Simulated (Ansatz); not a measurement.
`[BH2][GeH2][O][SiH2]F` + `B[SiH2][SiH2][SiH3]` → `[BH2][GeH2][SiH2][SiH3]` + `B[SiH2]O[SiH2]F`  (redistribution)

Gas-phase electronic energies from Ansatz, PBE0-D4/def2-TZVP geometries. CCSD(T)/CBS adds triple-zeta CCSD(T) − MP2 to the extrapolated MP2 energy (def2 sets, frozen cores). DFT in def2-TZVPP. B3LYP here is the variant with VWN-RPA as its local correlation; programs differ in this. For Ge outer-core shells are correlated without core-valence functions, which leaves a few kJ/mol of doubt a bond. Scalar relativity is left out up to krypton. One conformer a species, not always the lowest.

`[BH2][GeH2][O][SiH2]F`:

```xyz
11

B     1.861   -1.266   -1.278
Ge    0.118   -0.210   -1.056
O    -0.142    0.134    0.679
Si   -1.180    0.906    1.638
F    -0.626    0.825    3.131
H     2.536   -1.553   -0.339
H     2.204   -1.598   -2.373
H     0.141    1.154   -1.780
H    -1.123   -0.990   -1.543
H    -2.511    0.254    1.633
H    -1.278    2.344    1.287
```

`B[SiH2][SiH2][SiH3]`:

Z-matrix (Å, degrees):
```
Si
Si 1 2.357
B 1 1.988 2 102.1
H 1 1.489 2 108.4 3 -122.1
H 1 1.490 2 106.7 3 120.5
Si 2 2.338 1 110.0 3 -57.5
H 2 1.490 1 109.4 3 -178.7
H 2 1.490 1 109.7 3 62.8
H 3 1.196 1 120.7 2 85.8
H 3 1.195 1 121.1 2 -88.1
H 6 1.487 2 109.9 1 -56.8
H 6 1.488 2 111.6 1 -177.6
H 6 1.489 2 109.2 1 62.1
```

`[BH2][GeH2][SiH2][SiH3]`:

Z-matrix (Å, degrees):
```
Ge
Si 1 2.399
B 1 2.040 2 104.8
H 1 1.540 2 106.3 3 -121.1
H 1 1.540 2 107.8 3 122.7
Si 2 2.336 1 109.8 3 57.4
H 2 1.490 1 109.3 3 178.8
H 2 1.490 1 109.4 3 -62.9
H 3 1.194 1 120.8 2 89.2
H 3 1.194 1 120.3 2 -85.8
H 6 1.489 2 109.1 1 -61.1
H 6 1.488 2 111.9 1 178.6
H 6 1.488 2 109.9 1 57.7
```

`B[SiH2]O[SiH2]F`:

```xyz
11

B     1.175    0.235    1.661
Si   -0.494   -0.668    1.016
O    -0.930   -0.302   -0.533
Si   -0.450    0.404   -1.905
F     0.951   -0.211   -2.360
H     1.815    1.000    1.003
H     1.558    0.005    2.771
H    -1.629   -0.283    1.903
H    -0.324   -2.146    1.112
H    -0.235    1.855   -1.705
H    -1.437    0.110   -2.962
```

Question: Is it downhill or uphill in electronic energy at CCSD(T)/CBS, and by how much? (Estimate.)

Answer: Computed: Downhill: ΔE = -80.5 kJ/mol.

Question: What do these levels give: PBE-D4, B3LYP-D4, ωB97M-V, PBE, r2SCAN, PBE0, B3LYP, MP2/def2-TZVPP, CCSD/def2-TZVPP, HF/def2-QZVPP, MP2/CBS(def2), CCSD/CBS(def2)? (An estimate is asked.)

Answer: The calculation gave: PBE-D4 -70.0, B3LYP-D4 -78.7, ωB97M-V -79.7, PBE -69.4, r2SCAN -75.8, PBE0 -73.2, B3LYP -77.6, MP2/def2-TZVPP -80.2, CCSD/def2-TZVPP -77.6, HF/def2-QZVPP -79.9, MP2/CBS(def2) -84.8, CCSD/CBS(def2) -82.2 kJ/mol.

Largest T1 diagnostic among the species: 0.014.

From PBE to PBE0 (25 % exact exchange), in def2-TZVPP and without D4, ΔE moves by −3.9 kJ/mol.
